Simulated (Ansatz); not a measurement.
Consider the formal exchange of groups at a C–Sn bond: `N#[C][Sn]([F])([F])[F]` + trichlorosilane → `N#C[Si](Cl)(Cl)Cl` + `[F][SnH]([F])[F]`.

Calculated with Ansatz (gas phase, PBE0-D4/def2-TZVP geometries, no zero-point term in ΔE). CBS: MP2 limit from def2 TZ/QZ plus the TZ coupled-cluster correction, frozen cores. This one scheme is used for every species. Functionals use def2-TZVPP. B3LYP here is the variant with VWN-RPA as its local correlation; programs differ in this. HSE06 is defined as in plane-wave codes. Elements past krypton have def2 core potentials. For Sn outer-core shells are correlated without core-valence functions, which leaves a few kJ/mol of doubt a bond.

```tsv
level	ΔE (kJ/mol)	difference from CCSD(T)/CBS
LDA (SPW92)	-52.1	-17.9
PBE-D4	-43.6	-9.4
revPBE-D4	-44.4	-10.2
BLYP-D4	-44.6	-10.4
B3LYP-D4	-43.8	-9.6
r2SCANh-D4	-43.4	-9.2
r2SCAN0-D4	-42.9	-8.7
HSE06-D4	-42.3	-8.1
PBE	-40.7	-6.5
BLYP	-38.5	-4.3
B3LYP	-39.2	-5.0
r2SCANh	-42.5	-8.3
HF/def2-SVP	-37.8	-3.6
SCS-MP2/def2-TZVPP	-34.7	-0.5
MP2/def2-QZVPP	-37.9	-3.7
CCSD/CBS(def2)	-33.8	0.4
CCSD(T)/CBS	-34.2	0
```

Largest T1 diagnostic among the species: 0.015.

In def2-TZVPP, CCSD(T) changes the Hartree–Fock value by −4.3 kJ/mol (the triples alone add −0.4 kJ/mol) and MP2 by −8.7 kJ/mol. Leaving LDA and LC-ωPBE aside and taking each functional with its dispersion term where it has one, the values, not all of them listed here, spread over 9.9 kJ/mol, from B97M-V to ωB97X-V. LDA lies −11.4 kJ/mol from PBE without D4. The D4 term adds −4.6 kJ/mol with B3LYP and −2.6 kJ/mol with PBE0; it sums over pairs of atoms, weighted by their polarisabilities, and B3LYP, whose exchange is more repulsive, gets the larger term.
